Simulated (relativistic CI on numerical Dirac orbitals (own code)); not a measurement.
# Sensitivity of the levels of Er XLVII to α and to the nuclear radius

Method of calculation: Dirac-Coulomb-Breit CI, KLI orbitals optimised for each configuration, derivatives by finite differences, unscaled Slater integrals, QED left out (own radial code, finite nucleus).

Configurations in the expansion (outside the closed core [Ne] 3s2): 3p6.3d4, 3p5.3d5, 3p6.3d3.4p, 3p6.3d2.4s.4p, 3p6.3d2.4s2, 3p6.3d.4s2.4p. Double excitations out of closed p, d and f shells are left out; levels of such configurations are missing from the list, as are those of other unlisted configurations, and high levels can miss mixing partners.

With x = (α/α₀)² − 1 an excitation energy changes as ω = ω₀ + qx; K = 2q/ω₀ is the relative enhancement. Terms are leading LS components, so labels can repeat. The field-shift factor is F = δν/δ⟨r²⟩ for the transition from the lowest level.

Lowest level 3p6.3d4 3P_0.

```tsv
Level	ω₀ (cm⁻¹)	q (cm⁻¹)	K	F (GHz/fm²)
3p6.3d4 5D_1	321245	392100	2.44	6.92
3p6.3d4 3F_4	411547	382000	1.86	7.2
3p6.3d4 5D_2	426643	422600	1.98	7.81
3p6.3d4 3F_3	454733	411900	1.81	7.78
3p6.3d4 5D_0	713346	777500	2.18	14
3p6.3d4 5D_2	723584	746900	2.06	13.7
3p6.3d4 3H_4	730046	776400	2.13	14.1
3p6.3d4 5D_3	747416	774700	2.07	14.2
3p6.3d4 3H_5	774531	764000	1.97	14.2
3p6.3d4 1I_6	794612	759800	1.91	14.2
3p6.3d4 3P_1	812960	790100	1.94	14.6
3p6.3d4 3G_4	841005	773400	1.84	14.6
3p6.3d4 3F_3	843563	760900	1.8	14.4
3p6.3d4 3D_2	856854	778600	1.82	14.7
3p6.3d4 3F_2	950521	788400	1.66	15.2
3p6.3d4 3F_4	985841	805400	1.63	15.6
3p6.3d4 3P_2	1079777	815600	1.51	16.1
3p6.3d4 5D_4	1130391	1.133e+06	2	20.9
3p6.3d4 3F_3	1139364	1.153e+06	2.02	21.2
3p6.3d4 3P_0	1174356	920300	1.57	18
3p6.3d4 3G_5	1178517	1.159e+06	1.97	21.5
3p6.3d4 3D_1	1180900	1.154e+06	1.95	21.3
3p6.3d4 3H_6	1181232	1.152e+06	1.95	21.4
```

At this charge energies of transitions that change n are usually good to better than 1 %, and those within a shell (Δn = 0) to a few per cent.
